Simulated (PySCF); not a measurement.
A GIAO shielding run with PySCF (density fitting, non-relativistic, gas phase) on `FCC#CC=C=C`, C6H5F:

```
$ OMP_NUM_THREADS=1 python probes_run.py task.json out

{"job": {"kind": "nmr", "xc": "PBE0", "basis": "6-311+G(2d,p)", "pop": true}, "charge": 0, "multiplicity": 1}
C      2.943682    -0.066841    -1.199162
C      2.036043    -0.323225    -0.298796
C      1.130197    -0.589078     0.622591
C     -0.239856    -0.211834     0.546609
C     -1.414852     0.093610     0.515441
C     -2.821177     0.469637     0.467259
F     -3.500849     0.065842     1.587114
H      3.141180    -0.764625    -2.020712
H      3.535480     0.854944    -1.163589
H      1.442674    -1.139121     1.521083
H     -2.912803     1.566672     0.375647
H     -3.300572     0.016646    -0.418908
```

Hardware: 1 thread of an Arm Neoverse V2, shared host. The job also computes population analyses, field gradients.

Q: How large is the calculation?

A: 50 electrons, 219 basis functions and 685 auxiliary functions.

Q: How long does it take, and how much memory does it need?

A: 22 s of wall time, with 14 SCF cycles and 5 response iterations; peak memory 0.98 GiB. Times on a shared host scatter by some tens of per cent.

Q: And these other runs on the same molecule and hardware: GIAO shielding at PBE0/6-31G*; GIAO shielding at PBE0/IGLO-III; GIAO shielding at PBE0/aug-cc-pVDZ; GIAO shielding at PBE0/cc-pVDZ; GIAO shielding at PBE0/cc-pVTZ; GIAO shielding at PBE0/def2-SVP?

A: PBE0/6-31G*: 108 functions, 7.7 s; PBE0/IGLO-III: 295 functions, 36 s; PBE0/aug-cc-pVDZ: 206 functions, 22 s; PBE0/cc-pVDZ: 123 functions, 9.8 s; PBE0/cc-pVTZ: 280 functions, 34 s; PBE0/def2-SVP: 123 functions, 8.5 s.
